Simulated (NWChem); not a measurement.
System: AlNH3F; SMILES [NH2][AlH][F]

```xyz
6

Al    -0.4667    -0.0613     0.0000
H     -2.0393    -0.1383     0.0000
F      0.4220    -1.4717     0.0000
N      0.4151     1.4633     0.0000
H      1.4245     1.5582     0.0000
H     -0.0208     2.3787     0.0000
```
Atoms are numbered in this order, from 1.

Results from NWChem. All runs use the structure optimised with PBE0/def2-SVP. Ions are spin-unrestricted doublets at the neutral geometry; other ion states weren't tried.

### Question
Predict the results for PBE/def2-SVP. Quantities: −ε(HOMO) (eV).

### Answer
```json
{
  "−ε(HOMO) (eV)": "6.10"
}
```
